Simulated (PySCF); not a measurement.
Two species compared at the same levels of theory.

First species: C₆H₆O₂S.
InChI=1S/C6H6O2S/c1-5(7)8-6-3-2-4-9-6/h2-4H,1H3

Second species: C₇H₇OP.
InChI=1S/C7H7OP/c1-6-5-9-3-2-7(6)4-8/h2-5H,1H3

Levels: PBE0/def2-SVPD for dipole moment, HOMO energy, LUMO energy, HOMO–LUMO gap, static isotropic polarisability and electronic spatial extent ⟨r²⟩ about the centre of nuclear charge; TDDFT PBE0/def2-SVPD for lowest singlet excitation; TDA PBE0/def2-SVPD for lowest triplet excitation (Tamm–Dancoff); GFN2-xTB for rotational constant A and rotational constant C. Geometries: GFN2-xTB. All species are isolated and taken at one optimised geometry, non-relativistic unless stated; the electronic structure was computed with PySCF and density fitting.

The conformers computed, where there is a choice (atom-mapped SMILES and torsion angles):
- `[CH3:1][C:2](=[O:3])[O:4][c:5]1[cH:6][cH:7][cH:8][s:9]1`: C1–C2–O4–C5 180°, C2–O4–C5–C6 0°
- `[CH3:1][c:2]1[cH:3][p:4][cH:5][cH:6][c:7]1[CH:8]=[O:9]`: C6–C7–C8–O9 0°

Values for the first species:

| Quantity | Value |
| --- | --- |
| Dipole moment | 1.31 D |
| HOMO energy | -6.69 eV |
| LUMO energy | -0.78 eV |
| HOMO–LUMO gap | 5.91 eV |
| Lowest singlet excitation | 5.17 eV |
| Lowest triplet excitation (Tamm–Dancoff) | 3.58 eV |
| Static isotropic polarisability | 94.3 au |
| Electronic spatial extent ⟨r²⟩ about the centre of nuclear charge | 1519 bohr² |
| Rotational constant A | 3.572 GHz |
| Rotational constant C | 0.719 GHz |

Question: Estimate the same properties for the second species, and the change in each.

Answer: 
| property | first | second | second less first |
| --- | --- | --- | --- |
| dipole moment | 1.31 D | 2.65 D | +1.34 D |
| HOMO energy | -6.69 eV | -7.48 eV | -0.79 eV |
| LUMO energy | -0.78 eV | -2.64 eV | -1.86 eV |
| HOMO–LUMO gap | 5.91 eV | 4.84 eV | -1.07 eV |
| lowest singlet excitation | 5.17 eV | 3.37 eV | -1.80 eV |
| lowest triplet excitation (Tamm–Dancoff) | 3.58 eV | 2.75 eV | -0.83 eV |
| static isotropic polarisability | 94.3 au | 111.0 au | +16.7 au |
| electronic spatial extent ⟨r²⟩ about the centre of nuclear charge | 1519 bohr² | 1410 bohr² | -109 bohr² |
| rotational constant A | 3.572 GHz | 2.347 GHz | -1.225 GHz |
| rotational constant C | 0.719 GHz | 0.769 GHz | +0.050 GHz |

On the first: The dipole equals about 4.4 × 10⁻³⁰ C·m (1 D = 3.33564 × 10⁻³⁰ C·m).

On the second: In atomic units the dipole is 1.04 e·bohr (1 au = 2.5417 D). The vertical singlet–triplet gap S1 − T1 is 0.62 eV (TDDFT singlet less Tamm–Dancoff triplet; S1: HOMO−1→LUMO, weight 0.93; T1: HOMO→LUMO, weight 0.95).
